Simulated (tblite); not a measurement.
C8H11 (doublet state).
Atom-mapped SMILES: `[CH2:1]1[CH2:2][CH:3]1[C@H:4]1[C:5]2[CH2:6][CH:7]1[CH2:8]2` (hydrogens: H9, H10 on C1; H11, H12 on C2; H13 on C3; H14 on C4; H15, H16 on C6; H17 on C7; H18, H19 on C8)

Structure used (GFN2-xTB), in Å, numbered top down from 1:
```xyz
19
C8H11 angstrom
C      2.2331   -0.4836    0.3596
C      2.3217    0.3235   -0.8963
C      1.0297   -0.3511   -0.5348
C     -0.1205    0.4777   -0.0649
C     -1.4919    0.4621   -0.7750
C     -2.1427    1.0359    0.4941
C     -1.2001   -0.1094    0.8782
C     -1.7810   -0.9572   -0.2580
H      2.7403   -1.4352    0.4023
H      2.2199    0.0436    1.3018
H      2.3766    1.3982   -0.8082
H      2.8895   -0.0723   -1.7241
H      0.7717   -1.2208   -1.1241
H      0.2225    1.4695    0.2336
H     -3.2061    0.8628    0.6255
H     -1.8559    2.0400    0.7933
H     -1.0068   -0.4598    1.8908
H     -1.1833   -1.7787   -0.6339
H     -2.8265   -1.2362   -0.1676
```

Calculated harmonic vibrations of the isolated species, GFN2-xTB (tblite), most abundant isotopes, no scaling. This tight-binding method is rough: wavenumbers can miss measured ones by several per cent, in bad cases by 10 to 20. One conformer, not necessarily the lowest. Open shells enter through the occupations alone, without spin polarisation, and single modes of such species can be off by tens of per cent.

Harmonic wavenumbers (cm⁻¹): 27.1, 161.6, 215.3, 345.9, 430.3, 508.6, 559.4, 782.6, 786.2, 810.9, 836.9, 860.2, 896.2, 917.6, 949.8, 963.0, 968.0, 986.4, 1008.1, 1016.8, 1055.7, 1066.9, 1073.0, 1084.1, 1092.3, 1099.6, 1103.7, 1138.7, 1154.6, 1164.3, 1179.9, 1190.9, 1216.2, 1263.3, 1318.3, 1418.9, 1442.0, 1485.0, 1491.4, 1515.4, 2903.9, 2963.3, 3020.7, 3026.9, 3033.8, 3053.5, 3063.8, 3087.8, 3088.2, 3092.0, 3110.0.

A = 5516, B = 1356, C = 1324 MHz; mass 107.086 u (most abundant isotopes); point group C1, symmetry number 1; spin multiplicity 2.

Zero-point energy?

½Σν̃ = 36014 cm⁻¹ = 102.97 kcal/mol.

What is S at 200 K and 1 bar for an ideal gas of classical rigid rotors and harmonic oscillators?

Translation 37.96, rotation 26.69, vibration 10.18, spin (R ln 2) 1.38: S = 76.2 cal/(mol K).

And Cp and H(200 K) − H(0)?

Cp = 19.16 cal/(mol K), of which vibrations give 11.21 (their classical limit is 51 R = 101.3); H(200 K) − H(0) = 2.61 kcal/mol without the zero-point energy, 1.02 from vibrations.

What must be added to the electronic energy to get the Gibbs energy at 200 K and 1 bar?

ZPE + [H(200 K) − H(0)] − T·S = 102.97 + 2.61 − 15.24 = 90.34 kcal/mol.

Which modes carry the vibrational entropy at 200 K?

27.1 cm⁻¹: 5.24; 161.6 cm⁻¹: 1.80; 215.3 cm⁻¹: 1.31; 345.9 cm⁻¹: 0.62; 430.3 cm⁻¹: 0.38; 508.6 cm⁻¹: 0.24 cal/(mol K); the other 45 give 0.59 together.

Blend soft modes into free rotors: weight 1/[1 + (100 cm⁻¹/ν̃)⁴] for the oscillator and the rest for a rotor with moment μB/(μ + B), μ = h/(8π²ν), B = 10⁻⁴⁴ kg m². What vibrational entropy results?

8.75 cal/(mol K) in place of 10.18, which changes −T·S at 200 K by +0.29 kcal/mol.

How do the functions run with temperature in this model?

```json
{"T (K)": "50", "S (cal/(mol K))": "57.7", "Cp (cal/(mol K))": "10.4", "H − H(0) (kcal/mol)": "0.47", "G − H(0) (kcal/mol)": "-2.42", "ln q(vib)": "0.63"}
{"T (K)": "100", "S (cal/(mol K))": "65.6", "Cp (cal/(mol K))": "12.8", "H − H(0) (kcal/mol)": "1.05", "G − H(0) (kcal/mol)": "-5.51", "ln q(vib)": "1.29"}
{"T (K)": "298.15", "S (cal/(mol K))": "85.7", "Cp (cal/(mol K))": "29.6", "H − H(0) (kcal/mol)": "4.98", "G − H(0) (kcal/mol)": "-20.57", "ln q(vib)": "3.90"}
{"T (K)": "373.15", "S (cal/(mol K))": "93.3", "Cp (cal/(mol K))": "38.5", "H − H(0) (kcal/mol)": "7.54", "G − H(0) (kcal/mol)": "-27.28", "ln q(vib)": "5.07"}
{"T (K)": "500", "S (cal/(mol K))": "106.5", "Cp (cal/(mol K))": "51.6", "H − H(0) (kcal/mol)": "13.29", "G − H(0) (kcal/mol)": "-39.95", "ln q(vib)": "7.32"}
{"T (K)": "750", "S (cal/(mol K))": "131.1", "Cp (cal/(mol K))": "69.2", "H − H(0) (kcal/mol)": "28.59", "G − H(0) (kcal/mol)": "-69.70", "ln q(vib)": "12.26"}
{"T (K)": "1000", "S (cal/(mol K))": "152.6", "Cp (cal/(mol K))": "80.2", "H − H(0) (kcal/mol)": "47.36", "G − H(0) (kcal/mol)": "-105.22", "ln q(vib)": "17.29"}
```

q(vib) and H(0) count from the zero-point level.

Hindered rotation and anharmonicity are outside this model. Other conformers, if any are populated, would add a mixing term that is left out. The structure is chiral; the term R ln 2 for an equal mix with its mirror image is left out.

On Arm Neoverse V2, one thread, shared host with 96 logical CPUs at a one-minute load of 47, this took 0.5 s of wall time. This covers the Hessian and the dipole derivatives.
